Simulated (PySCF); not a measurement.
Species: C5H12GaN.
Atom-mapped SMILES: `[CH3:1][C:2]#[N+:3][GaH2-:4][CH2:5][CH2:6][CH3:7]` (hydrogens: H8, H9, H10 on C1; H11, H12 on Ga4; H13, H14 on C5; H15, H16 on C6; H17, H18, H19 on C7)

All values: CAM-B3LYP/def2-SVPD (PySCF, non-relativistic), on one gas-phase PBE0-D3(BJ)/def2-SVP geometry that isn't relaxed in the solvent. The solvent is an IEF-PCM continuum (cavity from Bondi-type radii × 1.2), and excitations are vertical TDDFT with non-equilibrium linear response and a frozen core. Specific hydrogen bonds and non-electrostatic terms are outside this model. Spin–orbit coupling is left out although an atom past zinc is present.

Gas-phase singlets (H = HOMO, L = LUMO):

| state | E (eV) | λ (nm) | f | leading configuration |
| --- | --- | --- | --- | --- |
| S1 | 5.942 | 209 | 0.003 | H→L+2 90% |
| S2 | 5.996 | 207 | 0.063 | H→L+1 86% |
| S3 | 6.255 | 198 | 0.014 | H→L 80% |
| S4 | 6.361 | 195 | 0.004 | H-1→L+1 93% |
| S5 | 6.499 | 191 | 0.086 | H-1→L+2 47% |

Q: How does the list change in cyclohexane (ε = 2.017)?

A: 
| state | E (eV) | λ (nm) | f | leading configuration | change by rank (eV) |
| --- | --- | --- | --- | --- | --- |
| S1 | 6.320 | 196 | 0.060 | H→L+1 48% | +0.378 |
| S2 | 6.365 | 195 | 0.056 | H→L+2 61% | +0.369 |
| S3 | 6.528 | 190 | 0.025 | H→L+3 30% | +0.273 |
| S4 | 6.679 | 186 | 0.004 | H→L 41% | +0.318 |
| S5 | 6.781 | 183 | 0.004 | H-1→L+1 81% | +0.282 |

Q: The ground-state energy changes by -0.185 eV from gas to cyclohexane. By how much does the total energy of gas-phase S4 change?

A: E(S4) = E(S0) + excitation energy, so it changes by -0.185 + 0.420 = +0.235 eV: it isn't lowered at all, while the ground state is. This is the vertical state, with the slow part of the continuum still set for S0.

Q: How do the frontier levels move from gas to cyclohexane?

A: 
```
orbital  gas (eV)  solvent (eV)  change (eV)                    Löwdin shares, gas                Löwdin shares, solvent
 LUMO+2      0.65          0.94        +0.29    N3 34 %, C2 32 %, C1 15 %, H10 8 %    N3 34 %, C2 33 %, C1 14 %, H10 7 %
 LUMO+1      0.63          0.91        +0.28     N3 34 %, C2 32 %, C1 14 %, H9 7 %     N3 32 %, C2 32 %, C1 13 %, H9 7 %
   LUMO      0.36          0.73        +0.37   C1 35 %, C2 21 %, H10 10 %, H8 10 %   C1 29 %, C2 22 %, Ga4 16 %, H10 8 %
   HOMO     -7.89         -8.05        -0.16    C5 36 %, Ga4 23 %, C6 7 %, H12 7 %    C5 37 %, Ga4 23 %, C6 7 %, H11 6 %
 HOMO-1     -8.48         -8.74        -0.26          Ga4 39 %, H12 26 %, H11 26 %          Ga4 38 %, H12 26 %, H11 25 %
 HOMO-2    -10.02        -10.10        -0.08  C6 27 %, C5 17 %, H15 11 %, H16 11 %  C6 27 %, C5 16 %, H15 12 %, H16 11 %
 HOMO-3    -10.35        -10.45        -0.10    C6 27 %, C5 21 %, C7 15 %, H17 6 %    C6 27 %, C5 21 %, C7 16 %, H17 6 %
```

The HOMO–LUMO gap goes from 8.25 to 8.78 eV.

Shape of the structure used: `[CH3:1][C:2]#[N+:3][GaH2-:4][CH2:5][CH2:6][CH3:7]`: N3–Ga4–C5–C6 -61°, Ga4–C5–C6–C7 180°.
